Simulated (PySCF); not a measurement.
C6H6N (doublet state).
Geometry (GFN2-xTB, Å), atoms numbered from 1 in this order:
```xyz
13
C6H6N angstrom
N      3.5278    0.7589   -0.3145
C      2.4123    0.5161   -0.2144
C      1.0376    0.2205   -0.0926
C      0.1220    1.0194    0.5736
C     -1.2332    0.4062    0.5022
C     -1.0281   -0.8892   -0.3059
C      0.4265   -0.9041   -0.6238
H      0.3347    1.9460    1.0718
H     -1.6253    0.2053    1.5041
H     -1.9455    1.0830    0.0200
H     -1.6292   -0.9019   -1.2203
H     -1.3133   -1.7778    0.2657
H      0.9093   -1.6820   -1.1836
```

Identity: `N#CC1=CCC[CH]1` [radical].

Computed with UKS B3LYP, pcH-1 on C H N, non-relativistic, mean-field spin-orbit, GIAO (PySCF). Geometry: GFN2-xTB; no solvent, vibrations or thermal averaging. A GFN2-xTB geometry isn't a minimum of the functional, and hyperfine couplings can be far from their values at a DFT geometry. Stability of the SCF solution: not tested. ⟨S²⟩ is 0.781 where a pure state has 0.75.

Largest spin populations (Mulliken): C7 (+0.65), C4 (+0.65) and C3 (-0.24). The positive populations add up to 1.46 and the negative ones to -0.46, together 2S = 1. The angles at C7 add up to 360.0°, so it is planar; its axial dipolar tensor and the negative coupling of its proton fit spin in a p orbital normal to that plane.

(1) Find Q in a(H) = Q·ρ(C) for the protons on the planar carbons that carry spin.

(2) How do the β-proton couplings of this frozen conformer go with θ, the angle between the C–H bond and the normal to the plane of the spin centre's three neighbours, both seen down the bond from centre to carbon?

## Answers

(1) 
| H | C | ρ(C) | a(H) (G) | a/ρ (G) |
| --- | --- | --- | --- | --- |
| H8 | C4 | +0.654 | -15.45 | -23.6 |
| H13 | C7 | +0.654 | -15.45 | -23.6 |

These protons share one ρ (within 0.01), so their mean ratio, Q = -23.6 G, is no test of linearity.

(2) 
```csv
β H,on,centre,θ (°),cos²θ,a (G)
H9,C5,C4,31,0.74,+27.69
H10,C5,C4,31,0.73,+27.48
H11,C6,C7,31,0.74,+27.64
H12,C6,C7,31,0.74,+27.52
```

Couplings in gauss use g_iso = 2.0026.

On an Arm Neoverse V2 with one thread, no GPU, on a shared host, this took 36 s wall (with the writing of density and orbital grids) and 0.86 GiB of memory at its peak.
